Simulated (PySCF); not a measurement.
**Calculated NMR parameters of COC(=O)c1ccccn1**

- Formula: C7H7NO2
- SMILES: COC(=O)c1ccccn1
- InChI: InChI=1S/C7H7NO2/c1-10-7(9)6-4-2-3-5-8-6/h2-5H,1H3
- Point group of the computed structure: C1
- Degrees of unsaturation: 5
- Carbon signals: 7
- Proton signals: 5

Atom-mapped SMILES (the numbers label the heavy atoms): `[CH3:1][O:2][C:3](=[O:4])[c:5]1[cH:6][cH:7][cH:8][cH:9][n:10]1`. Each H is labelled by its parent atom.

Computed data (PySCF): geometry from PBE0-D3(BJ)/def2-SVP, NMR shieldings at PBE0/pcSseg-1/GIAO. One computed conformer, no solvent model, non-relativistic, fast rotation and ring inversion assumed for equivalent nuclei.

Scale: 1H, 13C vs TMS; 15N against NH3; 17O vs H2O (reference shieldings calculated alike).

```tsv
carbon	δC, type	δH (multiplicity)	HMBC from (2–3 bonds)	span of the C tensor (ppm)
C1	52.6, CH3	3.92 (s)	–	72
C3	170.6, C	–	H(C6), H(C1)	151
C5	152.5, C	–	H(C9), H(C6), H(C7)	209
C6	131.5, CH	8.44 (d)	H(C7), H(C8)	243
C7	141.5, CH	7.87 (m)	H(C9), H(C6), H(C8)	250
C8	131.6, CH	7.32 (m)	H(C9), H(C6), H(C7)	237
C9	154.7, CH	8.83 (d)	H(C7), H(C8)	224
```

Other nuclei:
```json
{"atoms": "N10", "nucleus": "15N", "environment": "pyridine-type ring nitrogen", "δ (ppm)": "363.9", "σ (ppm)": "-98.3"}
{"atoms": "O4", "nucleus": "17O", "environment": "ester carbonyl oxygen", "δ (ppm)": "413.9", "σ (ppm)": "-79.4"}
{"atoms": "O2", "nucleus": "17O", "environment": "ester alkoxy oxygen", "δ (ppm)": "183.9", "σ (ppm)": "150.6"}
```

- Carbon types of the structure: 2 × C, 4 × CH, 1 × CH3, which accounts for all hydrogens.
- δC 170.6: ester carbonyl carbon; it is a carbonyl in resonance with an O or N lone pair, the region of acids, esters and amides.
- δC 154.7: aromatic CH next to a ring nitrogen; the adjacent pyridine-type nitrogen withdraws density from it.
- δC 152.5: substituted aromatic carbon next to a ring nitrogen.
- δC 141.5, 131.6, 131.5: aromatic CH.
- δH 8.83: hydrogen on an aromatic CH next to a ring nitrogen; ring current plus the neighbouring ring nitrogen.

Shifts are as computed. Against solution values, carbons near 30 ppm lie about +2 ppm off and those near 130 ppm about +5 ppm. Of 1211 compounds with measured shifts, 218 miss one by over three times the rms of a fit or turn the order of signals round; such compounds aren't used in these exercises. Unscaled 17O shifts of doubly bonded oxygen tend to come out too high, by tens of ppm or more. Experimental scales use liquid or dissolved standards, which lie at an offset from isolated NH3 (liquid NH3: subtract about 20 ppm) and H2O (liquid H2O: subtract about 36 ppm). Unscaled 15N shifts of sp2 nitrogen come out 20 to 40 ppm too high even then. No couplings were computed; multiplicities are counted from neighbouring protons, with m where these are inequivalent, close in shift, in a saturated or five-membered ring or joined by F or P, and br s for small geminal =CH2 splittings.
